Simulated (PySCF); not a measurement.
Br₂Si, singlet, at a GFN2-xTB geometry; DF-M06/6-311G** in PySCF.

The PySCF input:
```python
from pyscf import gto, scf, dft

mol = gto.Mole()
mol.atom = '''
    Si   -0.023069   -0.004418    1.207079
    Br    0.952963   -1.451625   -0.228608
    Br   -0.943735    1.453392   -0.254224
'''
mol.basis = '6-311g**'
mol.charge = 0
mol.spin = 0
mol.verbose = 4
mol.build()

mf = dft.RKS(mol)
mf.xc = 'm06'
mf = mf.density_fit(auxbasis='def2-universal-jkfit')
mf.kernel()
```

**Question.** Predict the main parts of the log of this PySCF run.

**Answer.** 
```
PySCF version 2.14.0

[INPUT] verbose = 4
[INPUT] num. atoms = 3
[INPUT] num. electrons = 84
[INPUT] charge = 0
[INPUT] spin (= nelec alpha-beta = 2S) = 0
[INPUT] symmetry False subgroup None
[INPUT] Mole.unit = angstrom
[INPUT] Symbol           X                Y                Z      unit          X                Y                Z       unit  Magmom
[INPUT]  1 Si    -0.023069000000  -0.004418000000   1.207079000000 AA   -0.043594091968  -0.008348810018   2.281048720714 Bohr   0.0
[INPUT]  2 Br     0.952963000000  -1.451625000000  -0.228608000000 AA    1.800839076844  -2.743173685572  -0.432006509885 Bohr   0.0
[INPUT]  3 Br    -0.943735000000   1.453392000000  -0.254224000000 AA   -1.783400684166   2.746512831634  -0.480413734291 Bohr   0.0

nuclear repulsion = 416.293434983203
number of shells = 48
number of NR pGTOs = 213
number of NR cGTOs = 114
basis = 6-311g**
ecp = {}

******** <class 'pyscf.df.df_jk.DFRKS'> ********
method = DFRKS
initial guess = minao
damping factor = 0
level_shift factor = 0
DIIS = <class 'pyscf.scf.diis.CDIIS'>
diis_start_cycle = 1
diis_space = 8
diis_damp = 0
SCF conv_tol = 1e-09
SCF conv_tol_grad = None
SCF max_cycles = 50
direct_scf = False
XC library pyscf.dft.libxc version 7.1.2
    S. Lehtola, C. Steigemann, M. J. T. Oliveira, and M. A. L. Marques,  SoftwareX 7, 1–5 (2018)
XC functionals = m06
    Y. Zhao and D. G. Truhlar,  Theor. Chem. Acc. 120, 215 (2008)
    Y. Zhao and D. G. Truhlar,  Theor. Chem. Acc. 120, 215 (2008)
radial grids:
    Treutler-Ahlrichs [JCP 102, 346 (1995); DOI:10.1063/1.469408] (M4) radial grids

becke partition: Becke, JCP 88, 2547 (1988); DOI:10.1063/1.454033
pruning grids: <function nwchem_prune>
grids dens level: 3
symmetrized grids: False
atomic radii adjust function: <function treutler_atomic_radii_adjust>
small_rho_cutoff = 0
Set gradient conv threshold to 3.16228e-05
Initial guess from minao.
tot grids = 60032
******** <class 'pyscf.df.df.DF'> ********
auxbasis = def2-universal-jkfit
init E= -5430.60565865136
  HOMO = -0.248853936041594  LUMO = -0.108399924994191  gap/eV = 3.82195
cycle= 1 E= -5437.51186533042  delta_E= -6.91  |g|= 2.55  |ddm|= 1.94
  HOMO = -0.299394935139578  LUMO = -0.159291858605786  gap/eV = 3.81240
cycle= 2 E= -5437.51130592296  delta_E= 0.000559  |g|= 0.846  |ddm|= 0.974
  HOMO = -0.250381873788383  LUMO = -0.076191512124308  gap/eV = 4.73996
cycle= 3 E= -5437.54260598762  delta_E= -0.0313  |g|= 0.393  |ddm|= 0.942
  HOMO = -0.286180057035295  LUMO = -0.125675385169832  gap/eV = 4.36755
cycle= 4 E= -5437.57416991177  delta_E= -0.0316  |g|= 0.141  |ddm|= 0.585
  HOMO = -0.281338485545943  LUMO = -0.114845010747538  gap/eV = 4.53052
cycle= 5 E= -5437.57881306885  delta_E= -0.00464  |g|= 0.00892  |ddm|= 0.146
  HOMO = -0.28124414776397  LUMO = -0.114823991941368  gap/eV = 4.52852
cycle= 6 E= -5437.57883100756  delta_E= -1.79e-05  |g|= 0.0031  |ddm|= 0.0169
  HOMO = -0.281398581524447  LUMO = -0.114876745704547  gap/eV = 4.53129
cycle= 7 E= -5437.57883337349  delta_E= -2.37e-06  |g|= 0.000319  |ddm|= 0.00379
  HOMO = -0.28134557837938  LUMO = -0.114813235153518  gap/eV = 4.53158
cycle= 8 E= -5437.57883340124  delta_E= -2.78e-08  |g|= 0.000125  |ddm|= 0.000667
  HOMO = -0.281348737594411  LUMO = -0.114821903672412  gap/eV = 4.53143
cycle= 9 E= -5437.57883340599  delta_E= -4.74e-09  |g|= 2.85e-05  |ddm|= 0.000169
  HOMO = -0.281350914465131  LUMO = -0.114825454931237  gap/eV = 4.53139
cycle= 10 E= -5437.57883340627  delta_E= -2.86e-10  |g|= 3.8e-06  |ddm|= 4.51e-05
  HOMO = -0.281350108648865  LUMO = -0.114824577393675  gap/eV = 4.53139
Extra cycle  E= -5437.57883340628  delta_E= -3.64e-12  |g|= 3.03e-06  |ddm|= 1.02e-05
converged SCF energy = -5437.57883340628
```
